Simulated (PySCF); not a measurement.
# Reading the logs of faulty runs: BCH6OSi cation

Calculated results; nothing here was measured. They come from PySCF 2.14.0, an open-source quantum chemistry program, on an isolated molecule that a program drew, which may never have been made. The molecule is BCH6OSi cation (charge +1, singlet), drawn as the SMILES string `B[SiH+]OC`.

Each row is a Hartree-Fock (HF) and frozen-core CCSD(T) single point in the cc-pV(D+d)Z basis, meant for a local HF minimum. Run 1 is clean. Each other run has one planted mistake out of seven kinds, and not every kind appears here: one electron removed, one electron added, multiplicity raised by two, geometry at a saddle point, minimal basis STO-3G, one bond length entered in bohr, all coordinates scaled. The reference is restricted for singlets and unrestricted otherwise, and also for a bond in bohr. Adding or removing an electron swaps singlet and doublet. Electrons count all cores. HOMO and LUMO are orbital energies over both spins, the gradient is its largest component, and the lowest frequency (negative if imaginary) is given only where the gradient is small. Bond lengths are over the 9 bonds as drawn. T1 is the CCSD diagnostic: over 0.02 (restricted) or 0.045 (unrestricted) a single reference is doubtful.

Geometry of the clean run:
```xyz
10
BCH6OSi cation, angstrom
B    -0.5183   -1.6379    1.8722
Si    0.0883   -0.3993    0.3710
O    -0.8771    0.1769   -0.7089
C    -2.2505    0.1956   -1.1543
H    -0.8674   -1.1524    2.9005
H    -0.4956   -2.8117    1.6807
H     1.4670    0.0491    0.1817
H    -2.8649   -0.4212   -0.5029
H    -2.5775    1.2292   -1.1309
H    -2.2598   -0.1846   -2.1697
```

```
run  electrons  basis functions  <S^2>  HOMO (eV)  LUMO (eV)  gradient (hartree/bohr)  lowest frequency (cm^-1)  mean bond (Å)  longest bond (Å)      T1  HF (hartree)  CCSD(T) (hartree)                          mistake
  1         38               95  0.000     -17.25      -4.34                  2.1e-05                        69         1.3487             2.039  0.0161    -429.57519         -430.11886                         no fault
  2         38               95  2.018     -13.46      -7.98                  2.8e-02                         -         1.3487             2.039  0.0252    -429.42928         -429.97722       multiplicity raised by two
  3         37               95  0.795     -23.51     -13.85                  7.7e-02                         -         1.3487             2.039  0.0578    -428.98971         -429.51646             one electron removed
  4         38               30  0.000     -15.43      -0.98                  2.8e-02                         -         1.3487             2.039  0.0243    -424.50859         -424.73402             minimal basis STO-3G
  5         38               95  0.723     -16.24      -4.44                  2.3e-02                         -         1.4559             2.049  0.0578    -429.44181         -429.98455  one bond length entered in bohr
  6         39               95  0.760      -6.20       1.22                  6.2e-02                         -         1.3487             2.039  0.0158    -429.76669         -430.33179                                ?
```

**Which mistake was planted in run 6, and what did it cost?**

It counts 39 electrons, one more than the clean run, at the same geometry and basis. So the mistake is: one electron added. Subtracting run 1 and multiplying by 627.51 kcal/mol a hartree, the energy moved by -120.2 kcal/mol in HF and -133.6 kcal/mol in CCSD(T).

Cautions from the logs. Run 3: T1 is over the limit, so its CCSD(T) energy is less reliable; run 4: T1 is over the limit, so its CCSD(T) energy is less reliable; run 5: T1 is over the limit, so its CCSD(T) energy is less reliable.
